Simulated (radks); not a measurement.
The numbers below are computed, except where a source is named.
Effect of the nuclear size on neutral oxygen, [He] 2s2 2p4. Code: a radial shooting solver on a logarithmic mesh with Libxc functionals. Model: Dirac Kohn-Sham, exchange-only LDA, spin-unpolarised, spherical densities, finite nucleus; open shells fill j = l - 1/2 first; Fermi nuclear charge, rms radius 2.6991 fm. The rms radius is varied about that value; shifts are against it.

| rms radius (fm) | total energy shift (eV) | density at nucleus (e/bohr^3) | 1s1/2 shift (meV) |
|---|---|---|---|
| 2.3104 | -0.000101 | 316.9 | -0.040 |
| 2.5426 | -0.0000423 | 316.8 | -0.017 |
| 2.6991 | 0 | 316.7 | 0.000 |
| 2.8233 | 0.0000354 | 316.6 | 0.014 |
| 3.3388 | 0.000199 | 316.4 | 0.079 |

Slopes of the eigenvalues against <r^2> in GHz/fm^2, as finite differences over the two radii next to the reference (eigenvalue slopes, not the field-shift constants of lines): 1s1/2 4.95.
